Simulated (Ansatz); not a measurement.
C2H5BOSi (`BOC1=C[SiH2]1`) from Hartree–Fock to CCSD(T)

Cartesian coordinates in Å:
```
B -0.588 -1.677 -1.309
O 0.257 -0.617 -1.203
C 0.252 0.198 -0.123
C -0.397 0.321 1.032
Si 0.864 1.614 0.802
H -0.489 -2.321 -2.309
H -1.370 -1.921 -0.438
H -1.185 -0.185 1.573
H 2.158 1.581 1.528
H 0.498 3.007 0.445
```

Charge 0, multiplicity 1. The structure was optimised at the PBE0-D4/def2-TZVP level. It is one conformer, not always the lowest. Frozen core, restricted reference, Ansatz.

```csv
basis,HF (Eh),MP2 corr.
def2-SVP,-466.84415,-0.61550
def2-TZVPP,-467.15501,-0.75923
def2-QZVPP,-467.17228,-0.81288
```

Estimate the CCSD correlation energy and the (T) correction in each basis where they were run (hartree).


| basis | CCSD corr. | (T) |
| --- | --- | --- |
| def2-SVP | -0.66054 | -0.02347 |
